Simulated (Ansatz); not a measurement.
Calculation: PBE-D3(BJ)/def2-SVP (Ansatz, a first-principles code). No frequencies were computed at this level.

Ansatz 0.2 input:
```yaml
crystal:
  periodic: [false, false, false]
  atoms:
    - { symbol: Ta, position_ang: [0.054044, 0.202584, 0.197814] }
    - { symbol: F, position_ang: [0.435641, 1.615631, 1.502986] }
    - { symbol: C, position_ang: [-0.412355, 1.04664, -1.900494] }
    - { symbol: H, position_ang: [-0.392596, 0.304239, -2.698134] }
    - { symbol: H, position_ang: [0.330651, 1.807526, -2.149963] }
    - { symbol: H, position_ang: [-1.388955, 1.530683, -1.934772] }
    - { symbol: C, position_ang: [0.175635, -1.907635, 1.128244] }
    - { symbol: H, position_ang: [-0.276104, -2.693016, 0.522649] }
    - { symbol: H, position_ang: [-0.346143, -1.90009, 2.088046] }
    - { symbol: H, position_ang: [1.205501, -2.205787, 1.326966] }
    - { symbol: C, position_ang: [-2.190471, -0.333477, 0.11212] }
    - { symbol: H, position_ang: [-2.476276, -0.930074, -0.753899] }
    - { symbol: H, position_ang: [-2.7751, 0.588383, 0.075661] }
    - { symbol: H, position_ang: [-2.510432, -0.879802, 0.99989] }
    - { symbol: C, position_ang: [1.954556, -0.532217, -0.888829] }
    - { symbol: H, position_ang: [1.826509, -1.46591, -1.435945] }
    - { symbol: H, position_ang: [2.744172, -0.695885, -0.152082] }
    - { symbol: H, position_ang: [2.327502, 0.20795, -1.597299] }
basis:
  gaussian: { orbitals: def2-svp }
hamiltonian:
  xc: pbe
  dispersion: d3bj
relax:
  max_steps: 150
```

Output:

```
Functional definition: PBE
1780 factors; their error is unknown
mean field evaluation 1: about -8565.8540 eV, gradient 1.2e2 eV
mean field evaluation 2: about -8329.5541 eV, gradient 2.7e2 eV
mean field evaluation 4: about -8598.5571 eV, gradient 2.0e1 eV
mean field evaluation 8: about -8599.7035 eV, gradient 3.4e-1 eV
mean field evaluation 16: about -8599.6177 eV, gradient 1.1e-3 eV
mean field -8599.61770056 eV, -316.0301214654 hartree, gradient 2.0e-5 eV, S^2 0.000000; 0 other end points of the search recorded, 0 dependent functions left out
reference -8599.61775657 eV, -316.0301235235 hartree; 29, 29 occupied and 133, 133 virtual orbitals, 1780 factors
relax step   1: F+E_penalty+E_count = -8600.01875321 eV  Δ(F+E_penalty+E_count) = +0.000e0 eV  max|allowed force component| = 1.750e0 eV/Å  Δτ_max = 0.0000 Å  (32 SCF iters, accepted)
these checks for a lower state are left out or cut short: starts, cluster_reference, orbital_swaps, neighbouring_geometries, increment
1780 factors; their error is unknown
mean field -8599.96845946 eV, -316.0430116173 hartree, gradient 9.9e-6 eV, S^2 0.000000; 0 other end points of the search recorded, 0 dependent functions left out
reference -8599.96851525 eV, -316.0430136674 hartree; 29, 29 occupied and 133, 133 virtual orbitals, 1780 factors
relax step   2: F+E_penalty+E_count = -8600.39987942 eV  Δ(F+E_penalty+E_count) = -3.811e-1 eV  max|allowed force component| = 2.045e0 eV/Å  Δτ_max = 0.1959 Å  (34 SCF iters, accepted)
these checks for a lower state are left out or cut short: starts, cluster_reference, orbital_swaps, neighbouring_geometries, increment
1780 factors; their error is unknown
mean field evaluation 32: about -8600.2286 eV, gradient 3.2e-2 eV
mean field -8600.15106348 eV, -316.0497221911 hartree, gradient 7.0e-6 eV, S^2 0.000000; 0 other end points of the search recorded, 0 dependent functions left out
reference -8600.15111836 eV, -316.0497242080 hartree; 29, 29 occupied and 133, 133 virtual orbitals, 1780 factors
relax step   3: F+E_penalty+E_count = -8600.57900415 eV  Δ(F+E_penalty+E_count) = -1.791e-1 eV  max|allowed force component| = 7.488e-1 eV/Å  Δτ_max = 0.1394 Å  (37 SCF iters, accepted)
these checks for a lower state are left out or cut short: starts, cluster_reference, orbital_swaps, neighbouring_geometries, increment
1780 factors; their error is unknown
mean field -8600.18601585 eV, -316.0510066672 hartree, gradient 2.6e-5 eV, S^2 0.000000; 0 other end points of the search recorded, 0 dependent functions left out
reference -8600.18607089 eV, -316.0510086897 hartree; 29, 29 occupied and 133, 133 virtual orbitals, 1780 factors
relax step   4: F+E_penalty+E_count = -8600.60984432 eV  Δ(F+E_penalty+E_count) = -3.084e-2 eV  max|allowed force component| = 1.446e-1 eV/Å  Δτ_max = 0.0580 Å  (31 SCF iters, accepted)
these checks for a lower state are left out or cut short: starts, cluster_reference, orbital_swaps, neighbouring_geometries, increment
1780 factors; their error is unknown
mean field -8600.18872304 eV, -316.0511061544 hartree, gradient 7.2e-6 eV, S^2 0.000000; 0 other end points of the search recorded, 0 dependent functions left out
reference -8600.18877803 eV, -316.0511081753 hartree; 29, 29 occupied and 133, 133 virtual orbitals, 1780 factors
relax step   5: F+E_penalty+E_count = -8600.61410019 eV  Δ(F+E_penalty+E_count) = -4.256e-3 eV  max|allowed force component| = 5.585e-2 eV/Å  Δτ_max = 0.0425 Å  (31 SCF iters, accepted)
these checks for a lower state are left out or cut short: starts, cluster_reference, orbital_swaps, neighbouring_geometries, increment
1780 factors; their error is unknown
mean field -8600.18948608 eV, -316.0511341956 hartree, gradient 6.2e-6 eV, S^2 0.000000; 0 other end points of the search recorded, 0 dependent functions left out
reference -8600.18954105 eV, -316.0511362159 hartree; 29, 29 occupied and 133, 133 virtual orbitals, 1780 factors
relax step   6: F+E_penalty+E_count = -8600.61526910 eV  Δ(F+E_penalty+E_count) = -1.169e-3 eV  max|allowed force component| = 3.909e-2 eV/Å  Δτ_max = 0.0447 Å  (29 SCF iters, accepted)
these checks for a lower state are left out or cut short: starts, cluster_reference, orbital_swaps, neighbouring_geometries, increment
1780 factors; their error is unknown
mean field evaluation 64: about -8600.1902 eV, gradient 6.6e-6 eV
mean field -8600.19019485 eV, -316.0511602424 hartree, gradient 6.6e-6 eV, S^2 0.000000; 0 other end points of the search recorded, 0 dependent functions left out
reference -8600.19024981 eV, -316.0511622624 hartree; 29, 29 occupied and 133, 133 virtual orbitals, 1780 factors
relax step   7: F+E_penalty+E_count = -8600.61582430 eV  Δ(F+E_penalty+E_count) = -5.552e-4 eV  max|allowed force component| = 3.236e-2 eV/Å  Δτ_max = 0.0226 Å  (31 SCF iters, accepted)
these checks for a lower state are left out or cut short: starts, cluster_reference, orbital_swaps, neighbouring_geometries, increment
1780 factors; their error is unknown
mean field -8600.19090512 eV, -316.0511863445 hartree, gradient 6.6e-6 eV, S^2 0.000000; 0 other end points of the search recorded, 0 dependent functions left out
reference -8600.19096008 eV, -316.0511883643 hartree; 29, 29 occupied and 133, 133 virtual orbitals, 1780 factors
relax step   8: F+E_penalty+E_count = -8600.61625647 eV  Δ(F+E_penalty+E_count) = -4.322e-4 eV  max|allowed force component| = 1.854e-2 eV/Å  Δτ_max = 0.0270 Å  (31 SCF iters, accepted)
these checks for a lower state are left out or cut short: starts, cluster_reference, orbital_swaps, neighbouring_geometries, increment
1780 factors; their error is unknown
mean field -8600.19100226 eV, -316.0511899143 hartree, gradient 6.6e-6 eV, S^2 0.000000; 0 other end points of the search recorded, 0 dependent functions left out
reference -8600.19105722 eV, -316.0511919341 hartree; 29, 29 occupied and 133, 133 virtual orbitals, 1780 factors
relax step   9: F+E_penalty+E_count = -8600.61636609 eV  Δ(F+E_penalty+E_count) = -1.096e-4 eV  max|allowed force component| = 1.105e-2 eV/Å  Δτ_max = 0.0237 Å  (31 SCF iters, accepted)
these checks for a lower state are left out or cut short: starts, cluster_reference, orbital_swaps, neighbouring_geometries, increment
1780 factors; their error is unknown
mean field -8600.19100282 eV, -316.0511899349 hartree, gradient 6.6e-6 eV, S^2 0.000000; 0 other end points of the search recorded, 0 dependent functions left out
reference -8600.19105778 eV, -316.0511919547 hartree; 29, 29 occupied and 133, 133 virtual orbitals, 1780 factors
relax step  10: F+E_penalty+E_count = -8600.61644705 eV  Δ(F+E_penalty+E_count) = -8.096e-5 eV  max|allowed force component| = 8.502e-3 eV/Å  Δτ_max = 0.0225 Å  (30 SCF iters, accepted)
1780 factors; their error is unknown
mean field evaluation 96: about -8600.2607 eV, gradient 1.7e-1 eV
mean field -8600.19100282 eV, -316.0511899349 hartree, gradient 1.9e-5 eV, S^2 0.000000; 1 other end points of the search recorded, 0 dependent functions left out
reference -8600.19105778 eV, -316.0511919547 hartree; 29, 29 occupied and 133, 133 virtual orbitals, 1780 factors
Total energy: -8600.61650201 eV, -316.0668267415 hartree
Atom 0 at     0.052468     0.196437     0.192322 Å, force    -0.000001     0.001121     0.000738 eV/Å
Atom 1 at     0.425015     1.566011     1.455785 Å, force     0.000606     0.002144     0.002032 eV/Å
Atom 2 at    -0.407903     0.960148    -1.801441 Å, force    -0.004088     0.002090    -0.003410 eV/Å
Atom 3 at    -0.633401     0.174171    -2.551668 Å, force     0.001767     0.001996     0.000918 eV/Å
Atom 4 at     0.453523     1.555762    -2.175785 Å, force    -0.002788     0.000109    -0.001794 eV/Å
Atom 5 at    -1.286216     1.640132    -1.742279 Å, force     0.002275    -0.003075     0.001982 eV/Å
Atom 6 at     0.173555    -1.814856     1.035111 Å, force     0.004100    -0.003692     0.001389 eV/Å
Atom 7 at    -0.035982    -2.628206     0.309892 Å, force    -0.001062     0.000791     0.001722 eV/Å
Atom 8 at    -0.550704    -1.907161     1.874053 Å, force     0.001511    -0.002390    -0.000091 eV/Å
Atom 9 at     1.192048    -1.979739     1.450770 Å, force    -0.002243     0.002125    -0.002268 eV/Å
Atom 10 at    -2.061789    -0.343497     0.098744 Å, force    -0.007788    -0.004640     0.003122 eV/Å
Atom 11 at    -2.297145    -1.145727    -0.631207 Å, force     0.000712     0.005902     0.004228 eV/Å
Atom 12 at    -2.662001     0.553417    -0.170519 Å, force     0.003817    -0.003650    -0.000455 eV/Å
Atom 13 at    -2.398182    -0.683902     1.103043 Å, force     0.000300     0.003550    -0.008502 eV/Å
Atom 14 at     1.827189    -0.511814    -0.865564 Å, force     0.007152     0.000627    -0.006852 eV/Å
Atom 15 at     1.627351    -1.309076    -1.611379 Å, force     0.002212     0.004570     0.005422 eV/Å
Atom 16 at     2.564429    -0.904782    -0.131205 Å, force    -0.004745     0.000641    -0.002801 eV/Å
Atom 17 at     2.303523     0.342427    -1.395712 Å, force    -0.001737    -0.008218     0.004620 eV/Å
Dipole moment:    -0.024601    -0.090441    -0.083417 e Å
```

Cost: around 90 core-seconds (rough).
